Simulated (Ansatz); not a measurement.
# GeNH4Cl (SMILES [NH2][GeH2][Cl]): methods side by side

The species is GeNH4Cl (7 atoms), meant as a singlet with charge 0. As SMILES, `[NH2][GeH2][Cl]`. The shape is that of a PBE0-D4/def2-TZVP optimisation. This is one conformer, not always the lowest.

```xyz
7

N    -0.7929    0.5155   -0.7227
Ge    0.5799    0.0033    0.3532
Cl    0.3945   -2.0546    1.0345
H    -1.7009    0.5268   -0.2796
H    -0.8589    0.0147   -1.5977
H     0.5593    0.8649    1.6172
H     1.8802    0.0613   -0.4506
```

Quantity: the electronic atomisation energy, in eV. The values are calculated. Electronic energies at fixed atoms, without zero-point motion or spin-orbit coupling.

```
            level                    kind  program  value (eV)
      PBE/cc-pVDZ                     GGA   Ansatz       20.92
   r2SCAN/cc-pVDZ                meta-GGA   Ansatz       20.78
    B3LYP/cc-pVDZ           global hybrid   Ansatz       20.53
  r2SCAN0/cc-pVDZ         hybrid meta-GGA   Ansatz       20.44
CAM-B3LYP/cc-pVDZ  range-separated hybrid   Ansatz       20.74
    HSE06/cc-pVDZ  range-separated hybrid   Ansatz       20.61
   B2PLYP/cc-pVDZ           double hybrid   Ansatz       20.21
  RPA@PBE/cc-pVDZ                     RPA   Ansatz       18.64
      MP2/cc-pVDZ     perturbation theory   Ansatz       19.41
  BCCD(T)/cc-pVDZ   coupled cluster or CI   Ansatz       19.31
```

All-electron rows without a relativistic Hamiltonian named are non-relativistic. Correlated wave functions underbind in double-zeta sets. The values span 18.64 to 20.92 eV. In the correlated wave-function rows the outer d shell of Ge is correlated, in sets not made for it.
